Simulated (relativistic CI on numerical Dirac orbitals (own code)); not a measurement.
**Ba XXXI: q coefficients and field-shift factors**

Method of calculation: Dirac-Coulomb-Breit CI, separate exchange-only KLI orbitals for each configuration, derivatives by finite differences, unscaled Slater integrals, QED left out (own radial code, finite nucleus).

Configurations in the expansion (outside the closed core [Ne]): 3s2 3p6 3d8, 3s2 3p5 3d9, 3s2 3p4 3d10, 3s 3p6 3d9, 3p6 3d10, 3s 3p5 3d10, 3s2 3p6 3d7 4s, 3s2 3p6 3d7 4p. Levels of other configurations are missing.

With x = (α/α₀)² − 1 an excitation energy changes as ω = ω₀ + qx; K = 2q/ω₀ is the relative enhancement. Terms are leading LS components, so labels can repeat. The field-shift factor is F = δν/δ⟨r²⟩ for the transition from the lowest level.

Lowest level 3s2 3p6 3d8 3F_4.

| Level | ω₀ (cm⁻¹) | q (cm⁻¹) | K | F (GHz/fm²) |
| --- | --- | --- | --- | --- |
| 3s2 3p6 3d8 1D_2 | 49682 | 174.4 | 0.00702 | 0.00398 |
| 3s2 3p6 3d8 3F_3 | 123573 | 130500 | 2.11 | 1.38 |
| 3s2 3p6 3d8 3P_0 | 140430 | 22140 | 0.315 | 0.488 |
| 3s2 3p6 3d8 3P_2 | 172153 | 135600 | 1.58 | 1.52 |
| 3s2 3p6 3d8 3P_1 | 201898 | 133800 | 1.33 | 1.58 |
| 3s2 3p6 3d8 1G_4 | 213527 | 123300 | 1.16 | 1.56 |
| 3s2 3p6 3d8 3F_2 | 286578 | 258200 | 1.8 | 2.72 |
| 3s2 3p6 3d8 1S_0 | 428064 | 247100 | 1.15 | 2.96 |
| 3s2 3p5 3d9 3F°_4 | 2094670 | 174400 | 0.166 | 7.47 |
| 3s2 3p5 3d9 1D°_2 | 2145119 | 187300 | 0.175 | 7.4 |
| 3s2 3p5 3d9 3D°_3 | 2222535 | 212100 | 0.191 | 8 |
| 3s2 3p5 3d9 3P°_1 | 2288124 | 208900 | 0.183 | 6.38 |
| 3s2 3p5 3d9 3D°_2 | 2314810 | 304500 | 0.263 | 8.76 |
| 3s2 3p5 3d9 3P°_0 | 2345783 | 313900 | 0.268 | 8.59 |
| 3s2 3p5 3d9 3F°_3 | 2365791 | 315700 | 0.267 | 6.87 |
| 3s2 3p5 3d9 3D°_1 | 2372500 | 293700 | 0.248 | 7.93 |
| 3s2 3p5 3d9 3P°_2 | 2837229 | 888000 | 0.626 | -20.8 |
| 3s2 3p5 3d9 3F°_2 | 2873545 | 1.015e+06 | 0.706 | -19 |
| 3s2 3p5 3d9 1F°_3 | 2906051 | 850000 | 0.585 | -18.3 |
| 3s2 3p5 3d9 1P°_1 | 3054262 | 1.022e+06 | 0.669 | -20.8 |
| 3s 3p6 3d9 3D_3 | 4034363 | 1.007e+06 | 0.499 | -990 |
| 3s 3p6 3d9 3D_2 | 4060249 | 981800 | 0.484 | -932 |
| 3s 3p6 3d9 3D_1 | 4169945 | 1.143e+06 | 0.548 | -989 |

At this charge energies of transitions that change n are usually good to better than 1 %, and those within a shell (Δn = 0) to a few per cent. Terms inside the open d or f shell come out 10 to 20 % too wide with unscaled integrals.
